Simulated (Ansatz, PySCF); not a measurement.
System: bromo(trimethoxy)silane, C3H9BrO3Si, charge 0, multiplicity 1. SMILES: CO[Si](Br)(OC)OC
Coordinates optimised at B3LYP-D3(BJ)/def2-TZVP (Ansatz, a quantum-chemistry and plane-wave program):
```
Si
O 1 1.6186
C 2 1.4233 1 125.50
H 3 1.0889 2 107.69 1 176.33
H 3 1.0918 4 109.35 2 120.52
H 3 1.0925 4 109.08 5 119.41
O 1 1.6193 2 109.41 3 -177.29
C 7 1.4260 1 124.22 2 52.17
H 8 1.0888 7 107.57 1 177.96
H 8 1.0915 9 109.31 7 -120.24
H 8 1.0930 9 109.07 10 -119.21
O 1 1.6265 2 107.64 3 -53.14
C 12 1.4222 1 125.99 2 174.15
H 13 1.0890 12 107.74 1 176.97
H 13 1.0921 14 109.23 12 -120.31
H 13 1.0927 14 109.12 15 -119.02
Br 1 2.2283 2 111.37 3 66.05
```

Quantity: atomisation energy (electronic, to ground-state atoms), in eV. Valence correlation only, unless marked. UHF or UKS for open shells. No spin-orbit coupling. Frozen are the shells of the preceding noble gas and the d and f shells that filled before the atom's block. No relativistic terms. 

```tsv
level	program	atomisation energy (eV)
HF/def2-TZVPD	PySCF	50.41
HF/def2-TZVPPD	Ansatz	50.50
r2SCAN/def2-TZVPD	Ansatz	69.43
r2SCAN-D4/def2-TZVPD	Ansatz + dftd4	69.55
PBE0-D4/def2-TZVP	Ansatz + dftd4	69.24
BHLYP-D3(BJ)/def2-TZVPD	Ansatz + dftd3	67.20
BHLYP/def2-TZVPD	Ansatz	66.59
TPSSh-D4/def2-TZVPD	PySCF + dftd4	69.40
wB97X-V/def2-TZVPD	Ansatz	69.51
B2GP-PLYP-D3(BJ)/def2-TZVPD	Ansatz + dftd3	68.64
B2PLYP-D3(BJ)/def2-TZVPD	Ansatz + dftd3	68.75
MP2/STO-3G	Ansatz	63.43
MP2/def2-SVPD	Ansatz	67.39
RI-MP2/def2-TZVPP	Ansatz	69.15
```
